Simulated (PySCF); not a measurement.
Dipole response of P³⁺ (phosphorus, charge +3)

[Ne] 3s2, closed-shell 1S. Computed with PySCF 2.14 in def2-QZVPPD (10s6p5d2f1g, 76 functions), with no relativity, point nucleus. Coupled (time-dependent) response in atomic units; α is the mean over directions.

| method | mean α (bohr³) | C₆ (like pair) | S(−4) |
| --- | --- | --- | --- |
| UHF | 7.163 | 18.75 | 32.09 |
| PBE | 6.685 | 16.83 | 28.48 |
| PBE0 | 6.829 | 17.38 | 29.61 |
| HSE06 | 6.748 | 17.08 | 28.90 |
| CAM-B3LYP | 6.628 | 16.62 | 27.92 |

S(−4) is the Cauchy moment in α(ω) = α(0) + S(−4) ω² + …

α(iu) at PBE0:

```json
{"u (hartree)": "0", "α(iu) (bohr³)": "6.829"}
{"u (hartree)": "0.0500", "α(iu) (bohr³)": "6.756"}
{"u (hartree)": "0.100", "α(iu) (bohr³)": "6.546"}
{"u (hartree)": "0.200", "α(iu) (bohr³)": "5.824"}
{"u (hartree)": "0.300", "α(iu) (bohr³)": "4.928"}
{"u (hartree)": "0.500", "α(iu) (bohr³)": "3.329"}
{"u (hartree)": "0.750", "α(iu) (bohr³)": "2.077"}
{"u (hartree)": "1.00", "α(iu) (bohr³)": "1.393"}
{"u (hartree)": "1.50", "α(iu) (bohr³)": "0.7606"}
{"u (hartree)": "2.00", "α(iu) (bohr³)": "0.4953"}
{"u (hartree)": "3.00", "α(iu) (bohr³)": "0.2796"}
{"u (hartree)": "5.00", "α(iu) (bohr³)": "0.1444"}
```

A single London oscillator, α(iu) = α/(1 + u²/ω²), gives C₆ = (3/4) ω α². Matching the computed C₆ needs ω = 4 × 17.38 / (3 × 6.829²) = 0.497 hartree.

For an ion, C₆ is the dispersion term alone; charge-induced terms of lower order in 1/R come first.
